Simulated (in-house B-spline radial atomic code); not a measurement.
Values are calculated unless marked as measured or tabulated.
**Softness against transferability: the 5s channel of Sr**

Sr, [Kr] 5s2, non-relativistic LDA (VWN5), spherical and spin-unpolarised, from an all-electron radial atomic-structure program (B-spline basis) (atomic units). The all-electron 5s level is ε = -0.131793 hartree, its outermost node lies just inside 1.71 bohr and its outer maximum at 3.68 bohr.

Troullier-Martins pseudo-orbitals are made for several radii. The cutoffs (hartree) are the plane-wave energies beyond which the orbital holds less than the named kinetic energy per electron. The phase error is the difference, pseudo minus all-electron, of arctan(R P'/P) at R = 3.9 bohr for all radii, half a hartree below and above the level.

| r_c (bohr) | V_l(0) (hartree) | cutoff for 10 mEh | for 1 mEh | for 0.1 mEh | phase error at ε − 0.5 (mrad) | at ε + 0.5 (mrad) |
| --- | --- | --- | --- | --- | --- | --- |
| 2.76 | -1.14 | 1.28 | 4.5 | 10.4 | -4.4 | -132.8 |
| 3.2 | 0.45 | 0.819 | 1.92 | 4.38 | -3.2 | -26.5 |
| 3.6 | 0.67 | 0.871 | 1.62 | 4.26 | -3.0 | -21.9 |

(1) Which radius needs the lowest cutoff for 0.1 mEh while both phase errors stay within 26.6 mrad?

(2) What does the larger radius buy, and what does it cost?

Answers

(1) The radii within that limit are 3.2, 3.6 bohr; of these r_c = 3.6 needs the least, 4.26 hartree, that is 8.52 Ry or 116 eV.

(2) From r_c = 2.76 to 3.6 bohr the cutoff for 1 mEh goes from 4.5 to 1.62 hartree, a factor of 2.78, against 1.70 for a pure 1/r_c² scaling, end to end; step by step it is 4.5, 1.92, 1.62, and for 0.1 mEh 10.4, 4.38, 4.26; the number of plane waves goes as the cutoff to the power 3/2, here a factor of 4.6. The larger of the two phase errors is least at r_c = 3.6 bohr, 21.9 mrad; it is 132.8 at the smallest radius and 21.9 at the largest, so in this scan the atom's own scattering shows no cost of a large radius. These errors test the reference atom alone. The smallest radius lies well inside the outer maximum, where the nodeless form must bend sharply to keep the norm, so it is both harder and scatters less well than the next. Large radii also let the cores of neighbours overlap, which an atom doesn't show.
